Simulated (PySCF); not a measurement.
CsF, SMILES [F][Cs]. Heavy atoms are numbered as in [Cs:1][F:2].

Geometry optimised at PBE0-D3(BJ)/def2-TZVPD. The def2 effective core potentials stand for the cores of Cs; spin–orbit coupling is left out.

The numbers are results of B3LYP/def2-TZVPD (PySCF), not measurements.

Mulliken values depend strongly on the basis, most of all with diffuse functions as here. ESP charges are fitted to the potential on shells at 1.4 to 2.0 van der Waals radii. Atomic charges (e), one atom of each kind:

```json
[
 {"atom": "Cs1", "Mulliken": "0.84", "ESP fit": "0.71"},
 {"atom": "F2", "Mulliken": "-0.84", "ESP fit": "-0.71"}
]
```
